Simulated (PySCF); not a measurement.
A structure optimised at PBE-D3(BJ)/def2-SVP, used in a PySCF frequency run:

```
C
F 1 1.3568
H 1 1.1107 2 109.64
C 1 1.5356 3 109.94 2 -120.92
F 4 1.3543 1 110.38 3 174.59
F 4 1.3649 5 108.72 1 118.32
H 4 1.1145 5 109.59 6 119.30
Cl 1 1.7943 3 107.21 2 120.27
```

**Question.** Write its SMILES and formula.

**Answer.** FC(F)[C@H](F)Cl, C2H2ClF3

**Question.** What are its rotational constants (standard atomic weights)?

**Answer.** 4.5630, 1.9077, 1.6786 GHz
